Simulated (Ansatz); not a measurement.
PBE exchange is replaced step by step with exact exchange (0 % is PBE, 25 % PBE0; no dispersion term), basis def2-TZVP, Ansatz. System: the cluster Li6⁺. Total charge 1; doublet. Geometry: PBE0/def2-TZVP, each spin state at its own.

The relaxed quartet has other bonds than the doublet, so its gap is one between isomers.

Geometry of the doublet:

```xyz
6

Li    0.127   -1.687    1.729
Li   -1.762    1.149    1.202
Li    2.109   -1.990   -0.696
Li   -0.704   -0.659   -0.977
Li    1.087    0.786    0.288
Li   -0.858    2.400   -1.547
```

The structure comes from a short search, and lower isomers may exist.

HOMO and LUMO are taken over both spins.

```
exact exchange (%)  HOMO (eV)  LUMO (eV)  gap (eV)   ⟨S²⟩  quartet − doublet (kJ/mol)
                 0      -6.55      -5.77      0.78  0.769                        34.4
                 5      -6.65      -5.65      1.00  0.771                        35.2
                10      -6.75      -5.54      1.22  0.773                        36.0
                15      -6.86      -5.43      1.43  0.775                        36.8
                25      -7.07      -5.20      1.87  0.779                        38.5
                35      -7.29      -4.98      2.31  0.784                        40.2
                50      -7.61      -4.65      2.96  0.791                        42.9
```
